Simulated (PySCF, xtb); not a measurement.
C3HF3, SMILES FC(C#C)(F)F.

GFN2-xTB (xtb) at its own geometry gives an orbital gap of 6.95 eV and a dipole moment of 3.40 D.

Coordinates come from a B3LYP-D3(BJ)/def2-SVP optimisation.

Question: What does PBE/def2-TZVP (PySCF) give? (Estimate from the structure and the level; the computed values follow.)

Answer: gap 6.53 eV (levels -7.91 and -1.38 eV), dipole 2.13 D.
